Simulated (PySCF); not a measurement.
A structure optimised at PBE-D3(BJ)/def2-SVP, used in a PySCF frequency run:

```xyz
6

Cd     0.0000     0.0000    -0.7802
F      0.0000     0.0000    -2.7396
Ge     0.0000     0.0000     1.7275
H      1.2573     0.7259     2.2747
H     -1.2573     0.7259     2.2747
H      0.0000    -1.4518     2.2747
```
Charge 0, spin multiplicity 1.

Q: Write its SMILES, formula and point group.

A: [F][Cd][GeH3], CdFGeH3, C3v

Q: What are its rotational constants (standard atomic weights)?

A: 79.294, 1.1323, 1.1323 GHz
